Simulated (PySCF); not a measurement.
One of the candidates below gave these computed data.

All candidates are C4H8F2O2Si.

- 13C NMR: chemical shifts (computed TMS as zero) by class: 118.7 (1 C), 73.1 (1 C), 65.0 (1 C), 31.7 (1 C) ppm [GIAO KT3/pcSseg-1]
- Rotational structure: rotational constants A, B, C: 2.346, 1.122, 1.010 GHz [PBE0-D3(BJ)/def2-SVP]
- Valence photoelectron: vertical ionisation energy: 10.24 eV [ΔSCF CAM-B3LYP/def2-SVPD]
- Dipole: 1.47 D [CAM-B3LYP/def2-SVPD]
- NMR, other nuclei: isotropic shieldings of nuclei other than C and H, by class: 276 (1 O), 281 (1 O), 305 (1 F), 305 (1 F), 397 (1 Si) ppm [GIAO KT3/pcSseg-1]
- Triplet: lowest triplet excitation (Tamm–Dancoff): 6.90 eV [TDA CAM-B3LYP/def2-SVPD]

Gas-phase values; electronic properties from PySCF, density fitting. Levels stand in brackets. Isolated species at its PBE0-D3(BJ)/def2-SVP geometry (one conformer only). Each NMR value is the plain mean over a class of atoms that symmetry, rotation or inversion makes alike.

Question: Which candidate is it?
A. `FC(F)C1CO[SiH2]OC1`
B. `O=C(O[SiH3])C(CF)CF`
C. `FC(F)[C@H]1CCO[SiH2]O1`
D. `FC[C@@H]1O[SiH2]O[C@@H]1CF`

Answer: C. It is `FC(F)[C@H]1CCO[SiH2]O1`. Numbering: `[F:1][CH:2]([F:3])[C@H:4]1[CH2:5][CH2:6][O:7][SiH2:8][O:9]1`. Its formula, C4H8F2O2Si, gives 1 degree of unsaturation: 1 ring and 0 π bonds in the structure found. 4 carbons fall into 4 classes; from least to most shielded: CHF2 carbon [C2] (118.7 ppm), ring sp3 carbon bound to oxygen [C4] (73.1 ppm), ring sp3 carbon bound to oxygen [C6] (65.0 ppm), ring CH2 carbon [C5] (31.7 ppm). The other shieldings belong to: 276 ppm, silyl ether oxygen [O9]; 281 ppm, silyl ether oxygen [O7]; 305 ppm, fluorine of a CF2 group [F1]; 305 ppm, fluorine of a CF2 group [F3]; 397 ppm, oxygen-bound silicon [Si8]. The first electron is taken from the HOMO, whose largest Löwdin shares are 0.28 on a silyl ether oxygen, 0.14 on the oxygen-bound silicon, 0.12 on an Si–H hydrogen and 0.11 on a silyl ether oxygen. The optimised geometry has point group C1 and is an asymmetric top.

The others, at the same levels:
- `O=C(O[SiH3])C(CF)CF` fails: it has 3 carbon classes against 4; its computed 13C shifts are 164.1 (1 C), 78.9 (2 C), 48.1 (1 C) ppm, vertical ionisation energy is 10.92 eV (against 10.24 eV) and lowest triplet excitation (Tamm–Dancoff) is 5.36 eV (against 6.90 eV).
- `FC(F)C1CO[SiH2]OC1` fails: it has 3 carbon classes against 4; its computed 13C shifts are 117.1 (1 C), 65.9 (2 C), 46.3 (1 C) ppm, vertical ionisation energy is 10.53 eV (against 10.24 eV) and lowest triplet excitation (Tamm–Dancoff) is 7.12 eV (against 6.90 eV).
- `FC[C@@H]1O[SiH2]O[C@@H]1CF` fails: it has 2 carbon classes against 4; its computed 13C shifts are 84.3 (2 C), 76.4 (2 C) ppm, vertical ionisation energy is 10.50 eV (against 10.24 eV) and rotational constant A is 2.103 GHz (against 2.346 GHz).

Each candidate is one conformer, not necessarily the lowest. The conformers computed, where there is a choice (atom-mapped SMILES and torsion angles):
- `[O:1]=[C:2]([O:3][SiH3:4])[CH:5]([CH2:6][F:7])[CH2:8][F:9]`: O1–C2–O3–Si4 -1°, O1–C2–C5–C6 7°, C2–C5–C6–F7 -175°, C2–C5–C8–F9 -59°

The conformers of `FC(F)[C@H]1CCO[SiH2]O1`, `FC(F)C1CO[SiH2]OC1` and `FC[C@@H]1O[SiH2]O[C@@H]1CF` aren't listed.
